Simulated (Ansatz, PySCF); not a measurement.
C₄H₄ClF, SMILES FC1=C(Cl)CC1. Atoms are numbered in the order given.

```xyz
10

F     -1.7602    -1.1499     0.0000
C     -0.4789    -0.8644     0.0000
C      0.2291     0.2719     0.0000
Cl    -0.1486     1.9325     0.0000
C      1.5504    -0.4533     0.0000
C      0.7110    -1.7710     0.0000
H      2.1674    -0.3052     0.8997
H      2.1674    -0.3052    -0.8997
H      0.8359    -2.3953    -0.8990
H      0.8359    -2.3953     0.8990
```
Charge 0, spin multiplicity 1.

Geometry optimised at PBE0-D3(BJ)/def2-SVP.

Two levels are set side by side: PBE-D3(BJ)/def2-SVP (Ansatz, a quantum-chemistry and plane-wave program) and PBE0-D3(BJ)/def2-SVP (Ansatz). Each level has its own optimised geometry; the coordinates shown are those of the second. Frequencies come from the Hessian of PySCF at each geometry. Differences are taken from unrounded values.

```tsv
quantity	PBE0-D3(BJ)	PBE-D3(BJ)	PBE-D3(BJ) minus PBE0-D3(BJ)
mean bond length (Å)	1.333	1.343	0.011
bond F1–C2 (Å)	1.313	1.327	0.015
bond C2–C3 (Å)	1.339	1.354	0.015
bond C2–C6 (Å)	1.496	1.506	0.010
bond C3–Cl4 (Å)	1.703	1.715	0.012
bond C3–C5 (Å)	1.507	1.516	0.009
bond C5–C6 (Å)	1.562	1.574	0.011
bond C5–H7 (Å)	1.101	1.109	0.008
bond C5–H8 (Å)	1.101	1.109	0.008
bond C6–H9 (Å)	1.102	1.110	0.009
bond C6–H10 (Å)	1.102	1.110	0.009
highest harmonic wavenumber (cm⁻¹)	3151	3054	-97
mean harmonic wavenumber (cm⁻¹)	1299	1251	-48
zero-point energy (kcal/mol)	44.58	42.93	-1.66
```

GGA bonds tend to be longer and softer than those of functionals with exact exchange. Differences between two approximate levels are no errors against the true value.
